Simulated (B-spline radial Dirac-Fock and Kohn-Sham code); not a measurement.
# Dy⁶⁵⁺: scattering cross sections and density moments

System: the Dy⁶⁵⁺ ion, configuration 1s1.

Calculated with a radial B-spline solver, using Dirac-Fock densities.

| Quantity | Value |
| --- | --- |
| Sum of ⟨r⟩ | 0.02086 bohr |
| Sum of ⟨r²⟩ | 0.0005931 bohr² |
| Sum of ⟨1/r⟩ | 75.270 per bohr |
| Langevin diamagnetic susceptibility | -0.000470 × 10⁻⁶ cm³/mol |
| Lamb shielding (α²/3)Σ⟨1/r⟩ | 1336 ppm |

Coherent scattering is the Thomson cross section weighted by f₀², without anomalous dispersion; incoherent scattering is Klein-Nishina weighted by S. The Lamb formula is the non-relativistic shielding expression. Electron correlation is left out. A dash stands where the photon energy is too low for the impulse approximation behind that column.

| hν (keV) | coherent (b) | incoherent (b) | incoherent per electron (b) |
| --- | --- | --- | --- |
| 1 | 0.6652 | – | – |
| 8.0478 | 0.6640 | – | – |
| 10 | 0.6634 | – | – |
| 17.4793 | 0.6595 | – | – |
| 50 | 0.6208 | – | – |
| 100 | 0.5154 | – | – |
| 500 | 0.07985 | 0.2284 | 0.228 |
| 1000 | 0.02316 | 0.1921 | 0.192 |
